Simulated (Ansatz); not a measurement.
The cluster Sn6S6⁻. Total charge -1; doublet. Geometry PBE-D4/def2-SVP.

```tsv
atom	x (Å)	y (Å)	z (Å)
Sn1	-1.705	0.365	1.584
Sn2	-1.668	2.505	-1.570
Sn3	-0.765	-1.310	-1.723
Sn4	0.920	-2.690	1.468
Sn5	1.553	2.071	0.228
Sn6	3.261	-0.648	0.206
S7	1.778	-2.373	-0.975
S8	0.524	1.053	-1.937
S9	1.283	-0.020	1.922
S10	-0.864	2.932	0.870
S11	-1.457	-2.260	0.692
S12	-2.860	0.373	-0.764
```

In the def2 sets Sn takes a core potential; there is no spin–orbit coupling. The structure comes from a short search, and lower isomers may exist.

(1) Estimate the α-spin orbital energies around the gap (eV) in Ansatz with PBE-D4/def2-SVP, PBE0-D4/def2-SVP.

Answers

(1) 
```csv
orbital,PBE-D4/def2-SVP,PBE0-D4/def2-SVP
HOMO−5,-2.39,-3.42
HOMO−4,-2.34,-3.31
HOMO−3,-2.18,-3.13
HOMO−2,-2.00,-2.93
HOMO−1,-1.74,-2.62
HOMO,-0.70,-1.50
LUMO,0.46,0.99
LUMO+1,0.58,1.13
LUMO+2,1.08,1.66
LUMO+3,1.21,1.80
LUMO+4,1.37,1.96
LUMO+5,1.53,2.13
β HOMO,-1.71,-2.58
β LUMO,-0.11,0.46
```
